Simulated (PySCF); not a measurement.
Structure from 2D NMR

Compound of formula C₆H₉FSi. Correlations simulated from computed shifts and the bond graph:

HSQC (one-bond C–H):
| δH | δC |
| --- | --- |
| 5.43 | 88.0 |
| 3.13 | 92.9 |
| 1.91 | 22.6 |

HMBC (two and three bonds, from the bond graph):
| δH | δC |
| --- | --- |
| 5.43 | 153.6, 133.8 |
| 4.29 | 153.6, 133.8, 88.0 |
| 3.13 | 133.8, 90.1 |
| 1.91 | 153.6, 133.8, 90.1 |

Carbons without hydrogens: δ 153.6, 133.8, 90.1.

Theoretical values (PySCF 2.14): GIAO PBE0/pcSseg-1 shieldings, geometry: GFN2-xTB. Fast rotation and ring inversion assumed for equivalent nuclei, non-relativistic, isolated molecule, single conformer.

Referencing at the same level of theory: ¹H (σ = 31.72 ppm), ¹³C (σ = 186.93 ppm) vs TMS.

Exchangeable hydrogens are left out of these lists.

Q: Work out the connectivity.

A: `C#C/C(C)=C(\[SiH3])CF`.

Numbering as in the mapped SMILES `[CH:1]#[C:2]/[C:3]([CH3:4])=[C:5](\[SiH3:6])[CH2:7][F:8]`. Hydrogens are named by the atom that carries them.

- δC 153.6 is C5, a fully substituted alkene carbon.
- δC 133.8 is C3, a fully substituted alkene carbon.
- δC 92.9 is C1, a terminal alkyne carbon (δH 3.13).
- δC 90.1 is C2, an alkyne carbon.
- δC 88.0 is C7, an allylic sp3 CH2 bonded to F (δH 5.43).
- δC 22.6 is C4, an allylic methyl carbon (δH 1.91).
- HMBC from δH 5.43 reaches the proton-free carbons C5, C3.
- HMBC from δH 4.29 reaches the proton-free carbons C5, C3.
- HMBC from δH 3.13 reaches the proton-free carbons C3, C2.
- HMBC from δH 1.91 reaches the proton-free carbons C5, C3, C2.

This is the structure that produced the data.

Shifts are as computed. Against solution values, carbons near 30 ppm lie about +3 ppm off and those near 130 ppm about +5 ppm. Of 1309 compounds with measured shifts, 239 miss one by over three times the rms of a fit or turn the order of signals round; such compounds aren't used in these exercises.
